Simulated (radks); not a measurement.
Dipole-allowed excitations along the series with 4 electrons in [He] 2s2. Method: non-relativistic Kohn-Sham, LB94 model potential, spin-unpolarised, spherical densities, point nucleus; computed with a radial shooting solver on a logarithmic mesh with Libxc functionals. Time-dependent linear response with the Hartree and adiabatic LDA kernel, continuum included through the Sternheimer equations. Lines are the poles of the dipole polarisability below minus the highest occupied eigenvalue, found on a grid refined at the orbital gaps; the lowest seven at most are given, and weak or close lines can be missed. The first line takes the name of the lowest orbital gap if no other gap lies below it; otherwise a line is named after a gap within 0.6 % of it, if that gap stands alone.

| species | -e(HOMO) (eV) | lowest orbital gap (eV) | first line (eV) | f | strongest line (eV) | its f | static alpha (bohr^3) | measured (eV) |
|---|---|---|---|---|---|---|---|---|
| Be | 8.721 | 2s-2p 3.307 | 4.753 (2s-2p) | 1.26 | the first | 1.26 | 42.88 | 2s-2p 5.277 |
| B+ | 24.064 | 2s-2p 5.475 | 7.976 (2s-2p) | 0.851 | the first | 0.851 | 10.93 | 2s-2p 9.100 |
| C2+ | 46.305 | 2s-2p 7.587 | 10.969 (2s-2p) | 0.634 | the first | 0.634 | 4.357 | - |
| N3+ | 75.384 | 2s-2p 9.674 | 13.890 (2s-2p) | 0.507 | the first | 0.507 | 2.168 | - |
| O4+ | 111.28 | 2s-2p 11.746 | 16.777 (2s-2p) | 0.424 | 69.470 (unassigned) | 0.484 | 1.234 | - |
| F5+ | 153.98 | 2s-2p 13.810 | 19.647 (2s-2p) | 0.365 | 94.587 (unassigned) | 0.533 | 0.7683 | - |

Measured values: term averages from the NIST Handbook of Basic Atomic Spectroscopic Data.
